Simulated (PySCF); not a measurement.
Checking a proposed structure

A compound C6H10N4Si gives the data below (simulated from a calculation) and was assigned the structure `C[Si](C)(C)c1[nH]nnc1C#N`.

13C{1H} NMR (computed): δ 158.6 (C), 129.9 (C), 118.0 (C), 12.7 (CH3), -1.8 (CH3, 2C).

1H NMR (400 MHz, computed): δ 5.38 (sept, 1H), 2.69 (s, 3H), 0.73 (d, 6H).

All values are calculated (PySCF 2.14): shieldings: GIAO PBE0/pcSseg-1, structure optimised with GFN2-xTB. Rapidly exchanging positions averaged, a single conformation, non-relativistic Hamiltonian, no solvent.

References, each an isolated molecule treated in the same way: 1H (σ = 31.72 ppm), 13C (σ = 186.93 ppm) against TMS.

(1) Compare with the shifts computed for the proposed structure, pairing carbons in order of shift.

(2) Which isomer fits?

Results:

(1) Numbering as in the mapped SMILES `[CH3:1][Si:2]([CH3:3])([CH3:4])[c:5]1[nH:6][n:7][n:8][c:9]1[C:10]#[N:11]` (H(Xn): hydrogen on atom n).

| atom | computed for proposal | given list | difference |
| --- | --- | --- | --- |
| C5 | 152.7 | 158.6 | -5.9 |
| C9 | 131.2 | 129.9 | +1.3 |
| C10 | 119.6 | 118.0 | +1.6 |
| C1 | -1.8 | 12.7 | -14.5 |
| C3 | -1.8 | -1.8 | +0.0 |
| C4 | -1.8 | -1.8 | +0.0 |

The rms difference is 6.5 ppm and the largest -14.5 ppm at C1 (methyl carbon bonded to Si). The proposal also would give 4 carbon signals, not 5. The proposal doesn't fit.

(2) SMILES Cc1nn([SiH](C)C)nc1C#N.

Carbon types of the structure: 3 × C, 3 × CH3, leaving 1 H on heteroatoms. δC 158.6, 129.9: substituted aromatic carbon next to a ring nitrogen. δC 118.0: nitrile carbon; typical of a nitrile. δC 12.7: methyl carbon on an aromatic ring; a saturated carbon with 1 carbon neighbour and no heteroatom attached. δH 2.69: hydrogen on a methyl carbon on an aromatic ring; benzylic-type position, deshielded by the ring.

Other isomers checked: C[Si](C)(C)n1ncc(C#N)n1 (rms 6.7 ppm).

The shifts were computed for this structure.

Shifts are as computed. Against solution values, carbons near 30 ppm lie about +3 ppm off and those near 130 ppm about +5 ppm. Of 1211 compounds with measured shifts, 218 miss one by over three times the rms of a fit or turn the order of signals round; such compounds aren't used in these exercises. Multiplicities follow the n + 1 count of equivalent neighbours, as no J values were calculated; m marks all less simple cases, F and P coupling included.
